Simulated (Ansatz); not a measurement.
Abstraction of Cl: C2H5AlCl2 + SnCl3 → C2H5AlCl + SnCl4

Species: C2H5AlCl2 (ethylaluminum dichloride) `C[CH2][Al]([Cl])[Cl]`, singlet; SnCl3 `[Cl][Sn]([Cl])[Cl]`, doublet; C2H5AlCl `C[CH2][Al][Cl]`, doublet; SnCl4 (tin tetrachloride) `[Cl][Sn]([Cl])([Cl])[Cl]`, singlet. A radical takes Cl: the energy is the difference in strength between the Al–Cl bond broken and the Sn–Cl bond made.

Shapes, held fixed at every level: PBE0-D4/def2-TZVP. Flexible molecules stand in one conformer, not always the lowest. Programs: Ansatz 0.2.0. Electronic energies: no zero-point or thermal term.

```json
{"level": "PBE-D4/def2-TZVPP", "kind": "GGA", "ΔE (kJ/mol)": "+150.8", "less CCSD(T)/def2-TZVPP": "+4.2", "CPU time (sum over the molecules)": "39 s"}
{"level": "B3LYP-D4/def2-TZVPP", "kind": "global hybrid", "ΔE (kJ/mol)": "+158.3", "less CCSD(T)/def2-TZVPP": "+11.7", "CPU time (sum over the molecules)": "80 s"}
{"level": "PBE0-D4/def2-TZVPP", "kind": "global hybrid", "ΔE (kJ/mol)": "+146.3", "less CCSD(T)/def2-TZVPP": "-0.3", "CPU time (sum over the molecules)": "61 s"}
{"level": "r2SCAN0-D4/def2-TZVPP", "kind": "global hybrid", "ΔE (kJ/mol)": "+152.0", "less CCSD(T)/def2-TZVPP": "+5.4", "CPU time (sum over the molecules)": "97 s"}
{"level": "B2PLYP/def2-TZVPP", "kind": "double hybrid", "ΔE (kJ/mol)": "+157.2", "less CCSD(T)/def2-TZVPP": "+10.6", "CPU time (sum over the molecules)": "89 s"}
{"level": "CCSD/def2-SVP", "kind": "coupled cluster or CI", "ΔE (kJ/mol)": "+148.6", "less CCSD(T)/def2-TZVPP": "+2.0", "CPU time (sum over the molecules)": "–"}
{"level": "CCSD(T)/def2-TZVPP", "kind": "coupled cluster or CI", "ΔE (kJ/mol)": "+146.6", "less CCSD(T)/def2-TZVPP": "0.0", "CPU time (sum over the molecules)": "9.8 min"}
```

The highest level, CCSD(T)/def2-TZVPP, gives ΔE = +146.6 kJ/mol; the levels span +146.3 to +158.3. The column of differences is taken from that level and isn't an error. No measured value is set beside it here. Open shells run unrestricted unless RO is named. For atoms past krypton def2 sets carry core potentials with scalar relativity. Correlated rows may include outer-core shells of Sn, which these sets cover unevenly. Times are processor times on shared x86 and Arm servers, and rough.
